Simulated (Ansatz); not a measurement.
Reactions of C$_{2}$H$_{8}$SiSn (`[SnH3][CH]1C[SiH2]1`).

Program: Ansatz. Geometries: PBE0-D4/def2-TZVP. ΔE: electronic, gas phase. CCSD(T)/CBS is the MP2 limit (def2-TZVPP, def2-QZVPP) plus CCSD(T) − MP2 in def2-TZVPP, frozen cores. This one scheme is used for every species. Elements past krypton have def2 core potentials. For Br, Sn outer-core shells are correlated without core-valence functions, which leaves a few kJ/mol of doubt a bond. Scalar relativity is left out up to krypton. One conformer a species, not always the lowest.

**Question.** Order these by ΔE at CCSD(T)/CBS, lowest first. (Estimate.)
A. `[SnH3][CH]1C[SiH2]1` + `[AlH2][SH]` → `[AlH2][S][SnH3]` + `C1C[SiH2]1`
B. `[SnH3][CH]1C[SiH2]1` + H₂O → `OC1C[SiH2]1` + `[SnH4]`
C. `[SnH3][CH]1C[SiH2]1` + HBr → `[Br][SnH3]` + `C1C[SiH2]1`
D. `[SnH3][CH]1C[SiH2]1` + `COBO` → `OB[O][SnH3]` + `CC1C[SiH2]1`

**Answer.** C (-109.7 kJ/mol), D (-90.6 kJ/mol), A (-73.7 kJ/mol), B (+103.2 kJ/mol).

Largest T1 diagnostic: 0.014, for `OB[O][SnH3]`.
